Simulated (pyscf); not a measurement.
Hydrogen shift: •HN–SiH₃ → H₂N–SiH₂•

Gas phase, doublet surface, charge 0. Bonds broken: Si2–H4. Bonds formed: N1–H4. Optimised with ωB97X-D3(BJ)/def2-SVP in PySCF. Correlated levels are frozen-core, on RHF or UHF. ΔMP2 is the change of the MP2 total energy from the triple- to the quadruple-zeta basis.

Transition state (Å):

```xyz
6

N     -0.8358     0.7045     0.6971
Si     0.5886     0.0959    -0.0962
H     -0.6065     1.4572     1.3580
H     -0.2826     1.3517    -0.5043
H      0.3543    -1.1557    -0.8578
H      1.9307     0.1047     0.5593
```

One imaginary mode, 1868i cm⁻¹; descent along it reached the two sides named.

```tsv
bond	change	reactant side (Å)	saddle	product side
Si2–H4	breaks	1.496	1.582	2.411
N1–H4	forms	2.7	1.473	1.015
```

Electronic energies relative to the reactant's lowest minimum found (eV):

| level | barrier | reaction energy | reverse barrier |
|---|---|---|---|
| ωB97X-D3(BJ)/def2-TZVP | 1.40 | -0.89 | 2.29 |
| PBE/def2-TZVP | 0.99 | -1.06 | 2.05 |
| r²SCAN/def2-TZVP | 1.19 | -0.94 | 2.12 |
| B3LYP-D3(BJ)/def2-TZVP | 1.31 | -0.91 | 2.22 |
| PBE0-D3(BJ)/def2-TZVP | 1.22 | -1.00 | 2.22 |
| M06-2X/def2-TZVP | 1.35 | -1.03 | 2.38 |
| ωB97M-D3(BJ)/def2-TZVP | 1.36 | -0.90 | 2.26 |
| HF/def2-TZVP | 2.14 | -0.44 | 2.58 |
| MP2/def2-QZVPP | 1.35 | -1.17 | 2.53 |
| CCSD/def2-TZVPP | 1.46 | -0.87 | 2.34 |
| CCSD(T)/def2-TZVPP | 1.35 | -0.93 | 2.28 |
| CCSD(T)/def2-TZVPP + ΔMP2(QZVPP) | 1.32 | -0.96 | 2.28 |

With CCSD(T)/def2-TZVPP + ΔMP2(QZVPP) energies and thermal terms (ideal gas, 1 atm, RRHO with modes under 100 cm⁻¹ raised to 100, one conformer, R ln 2 for rigid chiral ones), in eV:

```json
[
 {"T (K)": "298", "ΔH‡": "1.26", "ΔG‡": "1.28", "ΔH": "-0.84", "ΔG": "-0.83"},
 {"T (K)": "600", "ΔH‡": "1.24", "ΔG‡": "1.31", "ΔH": "-0.85", "ΔG": "-0.82"},
 {"T (K)": "900", "ΔH‡": "1.22", "ΔG‡": "1.35", "ΔH": "-0.86", "ΔG": "-0.80"},
 {"T (K)": "1200", "ΔH‡": "1.20", "ΔG‡": "1.39", "ΔH": "-0.87", "ΔG": "-0.78"}
]
```

This is the saddle that the search found; another between the same sides may lie lower. The CCSD(T) − MP2 part came from Ansatz, without density fitting, on the same reference.
